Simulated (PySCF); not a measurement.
Vertical excitations of a molecule C5H7BO from PySCF with TDDFT-PBE/def2-SVPD, as energy in eV (oscillator strength): 3.59 (0.091), 4.12 (0.000), 4.18 (0.000), 4.72 (0.000), 5.18 (0.005), 5.60 (0.001), 5.78 (0.012), 5.88 (0.003), 5.93 (0.002), 6.18 (0.250). Lowest triplet (TDA): 2.45 eV. Geometry: B3LYP-D3(BJ)/def2-SVP. Other conformers were not sampled.

Question: Identify the compound among the candidates.
A. C#CB1CC[C@H]1O
B. C#CC(=C)B(C)O
C. C=C=C1OCB1C
D. C=C1CB(C=O)C1

Answer: C, C=C=C1OCB1C
